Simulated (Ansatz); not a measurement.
Start from `B[Si](C)(F)Cl` and change one atom or group to get `B[Si](C)(F)S`.

Ansatz, PBE0-D4/def2-TZVP geometries, multiplicity 1. Each molecule was computed in one conformer, which needn't be the lowest.

```json
{"property": "LUMO energy (B3LYP/def2-TZVPP) / eV", "`B[Si](C)(F)Cl`": "-2.85"}
{"property": "HOMO energy (ωB97M-V/def2-TZVPP) / eV", "`B[Si](C)(F)Cl`": "-10.40"}
{"property": "HOMO energy (PBE0/def2-TZVPP) / eV", "`B[Si](C)(F)Cl`": "-8.24"}
{"property": "size of the dipole moment (B3LYP/def2-TZVPP) / D", "`B[Si](C)(F)Cl`": "2.16"}
{"property": "HOMO–LUMO gap (PBE0/def2-TZVPP) / eV", "`B[Si](C)(F)Cl`": "5.58"}
{"property": "size of the dipole moment (PBE/def2-TZVPP) / D", "`B[Si](C)(F)Cl`": "2.02"}
```

(1) What does the change do to each property? (Best estimate.)

Results:

(1) Ansatz gave: 
```json
{"property": "LUMO energy (B3LYP/def2-TZVPP) / eV", "`B[Si](C)(F)S`": "-0.61", "shift": "2.24"}
{"property": "HOMO energy (ωB97M-V/def2-TZVPP) / eV", "`B[Si](C)(F)S`": "-9.31", "shift": "1.09"}
{"property": "HOMO energy (PBE0/def2-TZVPP) / eV", "`B[Si](C)(F)S`": "-7.24", "shift": "1.00"}
{"property": "size of the dipole moment (B3LYP/def2-TZVPP) / D", "`B[Si](C)(F)S`": "2.97", "shift": "0.81"}
{"property": "HOMO–LUMO gap (PBE0/def2-TZVPP) / eV", "`B[Si](C)(F)S`": "6.87", "shift": "1.29"}
{"property": "size of the dipole moment (PBE/def2-TZVPP) / D", "`B[Si](C)(F)S`": "2.96", "shift": "0.94"}
```

With PBE0 the HOMO rises by 1.00 eV and the LUMO rises by 2.30 eV, so the gap widens by about 1.30 eV. PBE moves the HOMO by 0.84 eV and ωB97M-V by 1.09 eV. Dipoles are sizes alone; their direction can turn.

B3LYP here is the variant with VWN-RPA as its local correlation; programs differ in this.
